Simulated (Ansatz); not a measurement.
Ansatz (a quantum-chemistry and plane-wave program) input (B3LYP-D3(BJ)/def2-TZVP):

Ansatz 0.2 input:
```yaml
crystal:
  periodic: [false, false, false]
  atoms:
    - {symbol: Si, position_ang: [0.03582029, 0.39457811, 0.01135135]}
    - {symbol: Cl, position_ang: [-1.38316271, -0.18385191, 1.55407106]}
    - {symbol: Cl, position_ang: [-1.80760617, -0.05839232, -1.04414914]}
    - {symbol: O, position_ang: [0.54702488, 1.81080119, 0.00162301]}
    - {symbol: O, position_ang: [0.83384214, -0.98873763, -0.19384914]}
    - {symbol: H, position_ang: [1.77786519, -0.99376771, -0.32979551]}
basis:
  gaussian:
    orbitals: def2-TZVP
hamiltonian:
  xc: b3lyp
  dispersion: d3bj
magnetization: {spin_polarized: true, initial_magnetization: 1}
relax: {f_tol: 0.002, max_steps: 150}
```

End of the output:

```
1133 factors; their error is unknown
mean field: 1.33 GiB planned
mean field -37040.60917217 eV, -1361.2172800504 hartree, gradient 2.8e-6 eV, S^2 0.753849; 0 other end points of the search recorded, 0 dependent functions left out
the calculation of the forces begins
reference -37040.60942287 eV, -1361.2172892638 hartree; 33, 32 occupied and 146, 147 virtual orbitals, 1133 factors
relax step  22: F+E_penalty+E_count = -37040.93580531 eV  Δ(F+E_penalty+E_count) = -1.492e-5 eV  max|allowed force component| = 3.976e-3 eV/Å  Δτ_max = 0.0015 Å  (51 SCF iters, accepted)
these checks for a lower state are left out or cut short: starts, cluster_reference, orbital_swaps, neighbouring_geometries, increment
integrals: 0.11 GiB planned
1133 factors; their error is unknown
mean field: 1.33 GiB planned
mean field -37040.60918084 eV, -1361.2172803691 hartree, gradient 1.6e-5 eV, S^2 0.753849; 0 other end points of the search recorded, 0 dependent functions left out
the calculation of the forces begins
reference -37040.60943155 eV, -1361.2172895825 hartree; 33, 32 occupied and 146, 147 virtual orbitals, 1133 factors
relax step  23: F+E_penalty+E_count = -37040.93580697 eV  Δ(F+E_penalty+E_count) = -1.654e-6 eV  max|allowed force component| = 4.763e-4 eV/Å  Δτ_max = 0.0006 Å  (43 SCF iters, accepted)
integrals: 0.11 GiB planned
1133 factors; their error is unknown
mean field: 1.33 GiB planned
mean field evaluation 352: about -37040.6092 eV, gradient 2.0e-5 eV
mean field evaluation 384: about -37040.6092 eV, gradient 8.0e-5 eV
mean field -37040.60918084 eV, -1361.2172803691 hartree, gradient 2.3e-6 eV, S^2 0.753849; 3 other end points of the search recorded, 0 dependent functions left out
the calculation of the forces begins
reference -37040.60943155 eV, -1361.2172895825 hartree; 33, 32 occupied and 146, 147 virtual orbitals, 1133 factors
Total energy: -37040.93605768 eV, -1361.2292928714 hartree
Atom 0 at    -0.237416     0.182416    -0.056625 Å, force    -0.000426     0.000134    -0.000393 eV/Å
Atom 1 at    -0.941555    -0.029244     1.852860 Å, force    -0.000123     0.000023     0.000029 eV/Å
Atom 2 at    -1.727531     0.045685    -1.421503 Å, force     0.000425    -0.000023     0.000476 eV/Å
Atom 3 at     0.380874     1.700770     0.092151 Å, force     0.000000     0.000134     0.000063 eV/Å
Atom 4 at     0.850713    -0.941711    -0.478674 Å, force    -0.000282    -0.000276    -0.000430 eV/Å
Atom 5 at     1.678699    -0.977286     0.011043 Å, force     0.000406     0.000008     0.000256 eV/Å
Dipole moment:     0.254637    -0.232926     0.121470 e Å
```

It need not be the lowest isomer of its formula.
